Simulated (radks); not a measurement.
Valence configurations of Au II (all share [Xe]). Calculated with a radial shooting solver on a logarithmic mesh with Libxc functionals: scalar-relativistic Kohn-Sham, SCAN, spin-polarised, spherical densities, finite nucleus; open shells are filled with parallel spins first (spin-orbit coupling, left out, can overturn this in heavy ions); meta-GGA in the generalised Kohn-Sham scheme; Fermi nuclear charge, rms radius 5.4371 fm. Energies are relative to 4f14 5d10; eigenvalues in eV for spin up.

valence               E (eV)  moment (Bohr magnetons)    e(4f)    e(5d)   e(6p)    e(6s)
4f14 5d10              0.000                        0  -90.415  -15.481       -        -
4f14 5d9 6s1           2.130                        2  -94.049  -18.357       -  -15.245
4f14 5d8 6s2           5.868                        2  -97.864  -21.179       -  -16.161
4f14 5d9 6s0.5 6p0.5   5.945                        2  -94.912  -19.216  -8.265  -15.907
4f14 5d8.5 6s1 6p0.5   7.059                        3  -96.738  -20.595  -8.850  -16.550
4f14 5d9 6p1           9.736                        2  -95.771  -20.027  -8.700        -
4f14 5d8 6s1 6p1      12.349                        4  -99.453  -22.832  -9.673  -17.588
4f13.5 5d10 6p0.5     43.750                        1  -99.173  -18.243  -7.544        -
4f13 5d10 6s1         83.299                        2  -106.35  -19.337       -  -15.322
4f12 5d10 6s2         180.62                        2  -123.29  -23.545       -  -16.396

NIST lists [Xe] 4f14 5d10 as the ground configuration; this level of theory agrees among the configurations tried. The energies are those of spherical high-spin densities, not of single terms.
